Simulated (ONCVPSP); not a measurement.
Reading a pseudo-wave (silver (Ag))

Columns: radius, all-electron u(r) and pseudo u(r) of the 4p shell (level -59.61 eV) of silver in the configuration [Ar] 3d10 4s2 4p6 4d10 5s0.5 5p0.5; PBEsol, scalar-relativistic, ONCV scheme, ONCVPSP 4.0.1.

| r (bohr) | all-electron | pseudo |
| --- | --- | --- |
| 0.082 | 0.3822 | 0.0264 |
| 0.165 | -0.2062 | 0.1037 |
| 0.248 | -0.6020 | 0.2236 |
| 0.330 | -0.5166 | 0.3710 |
| 0.413 | -0.1564 | 0.5342 |
| 0.495 | 0.2615 | 0.6935 |
| 0.578 | 0.6290 | 0.8383 |
| 0.660 | 0.8932 | 0.9537 |
| 0.742 | 1.0555 | 1.0345 |
| 0.825 | 1.1309 | 1.0777 |
| 0.908 | 1.1386 | 1.0836 |
| 0.990 | 1.0999 | 1.0567 |
| 1.072 | 1.0322 | 1.0040 |
| 1.155 | 0.9473 | 0.9319 |
| 1.238 | 0.8555 | 0.8486 |
| 1.320 | 0.7641 | 0.7618 |
| 1.402 | 0.6762 | 0.6757 |
| 1.485 | 0.5929 | 0.5929 |
| 1.568 | 0.5168 | 0.5168 |
| 1.650 | 0.4490 | 0.4490 |
| 1.733 | 0.3880 | 0.3879 |
| 1.815 | 0.3347 | 0.3346 |
| 1.898 | 0.2874 | 0.2874 |
| 1.980 | 0.2467 | 0.2467 |
| 2.062 | 0.2114 | 0.2113 |
| 2.145 | 0.1804 | 0.1804 |

Problem. How many radial nodes do the two functions have?

Solution. The all-electron 4p function has n − l − 1 = 2; the pseudo-wave has 0, since the states of the same l below it are removed with the core.

Problem. At about which radius was the pseudo-wave matched?

Solution. 1.65 bohr. The columns agree to 0.0005 from 1.49 bohr on; several derivatives are matched, so the curves merge somewhat inside the radius.

Problem. Where does each function peak?

Solution. Outermost all-electron maximum near 0.91 bohr, pseudo maximum near 0.91 bohr (to the table’s step).

Problem. Is the pseudo-wave norm-conserving?

Solution. Yes: the ONCV scheme keeps the norm inside the radius equal to the all-electron one, which fixes the energy derivative of the logarithmic derivative at the level.
